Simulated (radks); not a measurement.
Valence configurations of Cd II (all share [Kr]). Calculated with a radial shooting solver on a logarithmic mesh with Libxc functionals: scalar-relativistic Kohn-Sham, PBE, spin-polarised, spherical densities, finite nucleus; open shells are filled with parallel spins first (spin-orbit coupling, left out, can overturn this in heavy ions); Fermi nuclear charge, rms radius 4.6087 fm. Energies are relative to 4d10 5s1; eigenvalues in eV for spin up.

| valence | E (eV) | moment (Bohr magnetons) | e(4d) | e(5p) | e(5s) |
|---|---|---|---|---|---|
| 4d10 5s1 | 0.000 | 1 | -20.607 | - | -13.473 |
| 4d9 5s2 | 8.741 | 1 | -24.940 | - | -14.704 |
| 4d10 5p1 | 5.804 | 1 | -22.108 | -8.537 | - |
| 4d9.5 5s1.5 | 4.129 | 1 | -22.749 | - | -14.093 |
| 4d9 5s1 5p1 | 14.089 | 3 | -26.452 | -9.726 | -16.254 |
| 4d7 5s1 5p3 | 51.258 | 7 | -37.982 | -13.071 | -21.028 |
| 4d8 5s1 5p2 | 31.163 | 5 | -32.225 | -11.477 | -18.739 |
| 4d8.5 5s1.5 5p1 | 19.793 | 3 | -28.689 | -10.093 | -16.876 |
| 4d7.5 5s1 5p2.5 | 40.832 | 6 | -35.103 | -12.289 | -19.903 |
| 4d9.5 5s0.5 5p1 | 9.761 | 2 | -24.263 | -9.145 | -15.347 |

NIST lists [Kr] 4d10 5s1 as the ground configuration; this level of theory agrees among the configurations tried. The energies are those of spherical high-spin densities, not of single terms.
